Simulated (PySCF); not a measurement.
**C3H5O4S: g tensor and hyperfine couplings**

Compound: C3H5O4S (doublet state).
Numbering: `[CH3:1][S:2](=[O:3])(=[O:4])[CH:5][C:6](=[O:7])[OH:8]` (hydrogens: H9, H10, H11 on C1; H12 on C5; H13 on O8)

Cartesian coordinates in Å at the GFN2-xTB level; atoms count from 1:
```xyz
13
C3H5O4S angstrom
C     -1.7315    0.2530    0.6802
S     -0.8592   -0.9535   -0.3282
O     -0.3115   -2.0012    0.5071
O     -1.6777   -1.3454   -1.4362
C      0.6405   -0.2262   -0.9338
C      1.4842    0.5233   -0.0556
O      1.1565    0.9391    1.0410
O      2.6975    0.7732   -0.5771
H     -2.1341    1.0083    0.0183
H     -1.0214    0.6695    1.3833
H     -2.5274   -0.2726    1.1938
H      1.0514   -0.6607   -1.8290
H      3.2283    1.2935    0.0469
```

The hyperfine couplings belong to this conformer and change with its torsions.

Method used: PySCF 2.14.0, UKS B3LYP, pcH-1 on C H O S, non-relativistic, mean-field spin-orbit, GIAO. Isolated species at its GFN2-xTB geometry (one conformer only). A GFN2-xTB geometry isn't a minimum of the functional, and hyperfine couplings can be far from their values at a DFT geometry. The frame is twisted about the C5–C6 bond at this geometry (dihedral H12–C5–C6–O8 = 10°); couplings at other torsion angles weren't computed. Stability of the SCF solution: not tested.

| Property | Result |
| --- | --- |
| g1, g2, g3 | 2.00261, 2.00352, 2.00427 |
| g_iso | 2.00347 |
| Form of g | rhombic: the two nearest values differ by 45 % of g3 − g1 |
| ⟨S²⟩ | 0.7572 (exact 0.7500) |
| α and β electrons | 36, 35 |

Isotropic coupling and dipolar principal values T1 to T3, in 10⁻⁴ cm⁻¹ (1 × 10⁻⁴ cm⁻¹ = 2.998 MHz):

```
atom  isotope  a_iso  of which spin–orbit     T1     T2    T3  Mulliken spin population
  C1      13C   -1.6                  0.0   -0.3    0.0   0.4                     -0.01
  S2      33S   -3.4                  0.0   -0.7    0.1   0.6                     -0.05
  O3      17O   -4.0                  0.0  -14.5    6.9   7.6                      0.12
  O4      17O   -0.1                  0.0   -2.7    1.1   1.6                      0.02
  C5      13C   27.6                 -0.1  -23.2  -23.0  46.2                      0.84
  C6      13C  -11.4                  0.0   -2.7    0.3   2.3                     -0.07
  O7      17O   -3.6                 -0.1  -16.8    8.3   8.5                      0.16
  O8      17O    0.8                  0.0   -2.3    0.9   1.4                      0.02
  H9       1H    0.7                  0.0   -0.7   -0.6   1.3                      0.00
 H10       1H    0.1                  0.0   -0.8   -0.6   1.4                      0.00
 H11       1H    1.1                  0.0   -0.4   -0.3   0.7                      0.00
 H12       1H  -18.1                  0.0  -10.7   -0.9  11.6                     -0.03
 H13       1H   -1.1                  0.0   -0.9   -0.7   1.6                      0.00
```

The Mulliken spin populations are largest on C5 (+0.84), O7 (+0.16), O3 (+0.12) and C6 (-0.07). The angles at C5 add up to 356.3°, so it is nearly planar; its axial dipolar tensor and the negative coupling of its proton fit spin in a p orbital normal to that plane.

Under fast tumbling the dipolar parts average out, and these isotropic splittings remain: 1 × 1H (H12, I = 1/2, 2 lines) with 1.93 mT, 1 × 1H (H13, I = 1/2, 2 lines) with 0.12 mT and 3 × 1H (H9/H10/H11, I = 1/2, 4 lines) with 0.07 mT.

Means are taken over nuclei equivalent by connectivity, which assumes that they swap fast.

The 33S coupling of S2 (-10.2 MHz) shows only in satellite lines or after enrichment, since that isotope makes up about 0.76 % of natural sulfur.

The 13C coupling of C5 (82.6 MHz) shows only in satellite lines or after enrichment, since that isotope makes up about 1.07 % of natural carbon.

Examples of negative spin density at the nucleus (bohr⁻³): C6 (-0.0304), S2 (-0.0297) and H12 (-0.0121).
